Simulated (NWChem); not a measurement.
System: SiH3SeCl; SMILES [SiH3][Se]Cl

Excerpt of the output:

```
             Northwest Computational Chemistry Package (NWChem) 7.3.0
             --------------------------------------------------------

 CS  symmetry detected

                             Geometry "geometry" -> ""
                             -------------------------

 Output coordinates in angstroms (scale by  1.889725989 to convert to a.u.)

  No.       Tag          Charge          X              Y              Z
 ---- ---------------- ---------- -------------- -------------- --------------
    1 Se                  34.0000     0.77808416     0.04089307     0.00000000
    2 Cl                  17.0000    -0.73925454     1.63693849     0.00000000
    3 Si                  14.0000    -0.76628152    -1.65390248     0.00000000
    4 H                    1.0000     0.06760928    -2.89324836     0.00000000
    5 H                    1.0000    -1.61360110    -1.58521786    -1.22325748
    6 H                    1.0000    -1.61360110    -1.58521786     1.22325748

 Effective nuclear repulsion energy (a.u.)     327.0034880372

      Symmetry information
      --------------------

 Group name             Cs
 Group number              2
 Group order               2
 No. of unique centers     5

                                 NWChem DFT Module
                                 -----------------

 Summary of "ao basis" -> "ao basis" (spherical)
 ------------------------------------------------------------------------------
       Tag                 Description            Shells   Functions and Types
 ---------------- ------------------------------  ------  ---------------------
 Se                         6-311g**                18       44   8s7p3d
 Cl                         6-311g**                12       26   6s5p1d
 Si                         6-311g**                12       26   6s5p1d
 H                          6-311g**                 4        6   3s1p

      Symmetry analysis of basis
      --------------------------

        a'         80
        a"         34

            General Information
            -------------------
          SCF calculation type: DFT
          Wavefunction type:  closed shell.
          No. of atoms     :     6
          No. of electrons :    68
           Alpha electrons :    34
            Beta electrons :    34
          Charge           :     0
          Spin multiplicity:     1
          Use of symmetry is: on ; symmetry adaption is: on
          Maximum number of iterations: 150
          AO basis - number of functions:   114
                     number of shells:    54
          Convergence on energy requested:  1.00D-06
          Convergence on density requested:  1.00D-05
          Convergence on gradient requested:  5.00D-04

              XC Information
              --------------
                  TPSS metaGGA Exchange Functional  1.000
             TPSS03 metaGGA Correlation Functional  1.000

             Grid Information
             ----------------
          Grid used for XC integration:  medium
          Radial quadrature: Mura-Knowles
          Angular quadrature: Lebedev.
          Tag              B.-S. Rad. Rad. Pts. Rad. Cut. Ang. Pts.
          ---              ---------- --------- --------- ---------
          Se                  1.15      112          10.0       590
          Cl                  1.00       88          12.0       590
          Si                  1.10       88          10.0       590
          H                   0.35       45          12.0       434
          Grid pruning is: on
          Number of quadrature shells:   378
          Spatial weights used:  Erf1

      Superposition of Atomic Density Guess
      -------------------------------------

 Sum of atomic energies:       -3149.57912216

      Non-variational initial energy
      ------------------------------

 Total energy =   -3150.138066
 1-e energy   =   -5032.907030
 2-e energy   =    1555.765476
 HOMO         =      -0.259713
 LUMO         =      -0.086740

      Symmetry analysis of molecular orbitals - initial
      -------------------------------------------------

  Numbering of irreducible representations:

     1 a'          2 a"

  Orbital symmetries:

     1 a'          2 a'          3 a'          4 a'          5 a'
     6 a'          7 a"          8 a'          9 a'         10 a'
    11 a'         12 a"         13 a'         14 a'         15 a"
    16 a'         17 a'         18 a"         19 a'         20 a'
    21 a'         22 a"         23 a'         24 a"         25 a'
    26 a'         27 a'         28 a'         29 a'         30 a"
    31 a"         32 a'         33 a'         34 a"         35 a'
    36 a'         37 a'         38 a"         39 a'         40 a'
    41 a"         42 a'         43 a'         44 a'

     ---------------------------------------------
      Total Density - Mulliken Population Analysis
     ---------------------------------------------

    Atom       Charge   Shell Charges
 -----------   ------   -------------------------------------------------------
    1 Se  34    34.04   0.77  1.19  1.04  0.93  0.82  1.21  1.31  0.64  0.50  5.48  4.73  1.20  0.55  2.27  1.32  8.12  1.83  0.12
    2 Cl  17    17.27   0.78  1.19  0.91  1.08  1.00  1.00  7.41 -1.49  1.00  3.11  1.27  0.01
    3 Si  14    13.41   0.79  1.18  0.97  1.02  0.80  0.52  1.95  3.95  0.52  1.33  0.30  0.09
    4 H    1     1.09   0.22  0.56  0.30  0.01
    5 H    1     1.10   0.23  0.57  0.29  0.01
    6 H    1     1.10   0.23  0.57  0.29  0.01

   convergence    iter        energy       DeltaE   RMS-Dens  Diis-err
 ---------------- ----- ----------------- --------- --------- ---------
 d= 0,ls=0.0,diis     1  -3152.9721906972 -3.48D+03  7.77D-03  3.65D+00
 d= 0,ls=0.0,diis     2  -3152.9828470211 -1.07D-02  8.70D-03  2.80D-01
 d= 0,ls=0.0,diis     3  -3152.9541399572  2.87D-02  5.42D-03  4.35D-01
 d= 0,ls=0.0,diis     4  -3153.0243607529 -7.02D-02  1.02D-03  3.24D-02
 d= 0,ls=0.0,diis     5  -3153.0272136142 -2.85D-03  2.57D-04  6.50D-04
  Resetting Diis
 d= 0,ls=0.0,diis     6  -3153.0272944360 -8.08D-05  9.52D-05  1.19D-04
 d= 0,ls=0.0,diis     7  -3153.0273143149 -1.99D-05  5.18D-05  6.23D-06
 d= 0,ls=0.0,diis     8  -3153.0273126386  1.68D-06  3.17D-05  1.65D-05
 d= 0,ls=0.0,diis     9  -3153.0273154477 -2.81D-06  4.27D-06  2.02D-07
 d= 0,ls=0.0,diis    10  -3153.0273154728 -2.51D-08  1.28D-06  4.20D-08

         Total DFT energy =    -3153.027315472751
      One electron energy =    -5033.310506363322
           Coulomb energy =     1690.682463076201
    Exchange-Corr. energy =     -137.402760222824
 Nuclear repulsion energy =      327.003488037194

 Numeric. integr. density =       68.000009966309

                  Occupations of the irreducible representations
                  ----------------------------------------------

                     irrep           alpha         beta
                     --------     --------     --------
                     a'               25.0         25.0
                     a"                9.0          9.0

                       DFT Final Molecular Orbital Analysis
                       ------------------------------------

 Vector   32  Occ=2.000000D+00  E=-3.137527D-01  Symmetry=a"
              MO Center= -6.3D-01,  9.3D-01,  6.9D-11, r^2= 3.1D+00
   Bfn.  Coefficient  Atom+Function         Bfn.  Coefficient  Atom+Function
  ----- ------------  ---------------      ----- ------------  ---------------
    62      0.493494  2 Cl pz                53     -0.293950  2 Cl pz
    65      0.264436  2 Cl pz                59      0.212634  2 Cl pz
    26      0.208486  1 Se pz               104      0.113741  5 H  s
   110     -0.113741  6 H  s                 29      0.112857  1 Se pz
    88     -0.099615  3 Si pz                17     -0.098599  1 Se pz

 Vector   33  Occ=2.000000D+00  E=-2.742222D-01  Symmetry=a'
              MO Center= -2.5D-01,  7.2D-01, -2.2D-14, r^2= 3.5D+00
   Bfn.  Coefficient  Atom+Function         Bfn.  Coefficient  Atom+Function
  ----- ------------  ---------------      ----- ------------  ---------------
    60      0.359099  2 Cl px                61      0.298180  2 Cl py
    24     -0.250932  1 Se px                63      0.221723  2 Cl px
    51     -0.213787  2 Cl px                64      0.191520  2 Cl py
    52     -0.180197  2 Cl py                25     -0.164364  1 Se py
    57      0.157484  2 Cl px                87      0.154426  3 Si py

 Vector   34  Occ=2.000000D+00  E=-2.210938D-01  Symmetry=a"
              MO Center=  3.5D-01,  2.4D-01,  9.5D-17, r^2= 2.9D+00
   Bfn.  Coefficient  Atom+Function         Bfn.  Coefficient  Atom+Function
  ----- ------------  ---------------      ----- ------------  ---------------
    26      0.509339  1 Se pz                29      0.384718  1 Se pz
    62     -0.287736  2 Cl pz                17     -0.248566  1 Se pz
    65     -0.214327  2 Cl pz                23      0.177036  1 Se pz
    53      0.173306  2 Cl pz                59     -0.131662  2 Cl pz
   105      0.097535  5 H  s                111     -0.097535  6 H  s

 Vector   35  Occ=0.000000D+00  E=-1.284694D-01  Symmetry=a'
              MO Center=  2.3D-01,  4.5D-01, -1.3D-13, r^2= 3.6D+00
   Bfn.  Coefficient  Atom+Function         Bfn.  Coefficient  Atom+Function
  ----- ------------  ---------------      ----- ------------  ---------------
    28      0.431659  1 Se py                25      0.370558  1 Se py
    50     -0.370973  2 Cl s                 27     -0.352453  1 Se px
    24     -0.319287  1 Se px                63     -0.305856  2 Cl px
    61      0.303106  2 Cl py                64      0.293702  2 Cl py
    60     -0.276817  2 Cl px                 8      0.275052  1 Se s

[...]
```

Level: TPSS/6-311G** (spherical d). Structure relaxed at the PBE0/def2-SVP level.

Problem. Reconstruct the input file.

Solution. One answer among several that fit: the input that was run:
```
start job
memory heap 200 mb stack 900 mb global 1100 mb
geometry units angstroms noautoz
  Se     0.792705     0.072227     0.096977
  Cl    -0.774936     1.601663    -0.133251
  Si    -0.679145    -1.684273     0.021065
  H      0.195712    -2.886272     0.166594
  H     -1.396347    -1.705766    -1.284391
  H     -1.651284    -1.596852     1.146368
end
basis spherical
  * library 6-311g**
end
dft
  xc xtpss03 ctpss03
  iterations 150
  mulliken
end
task dft energy
```
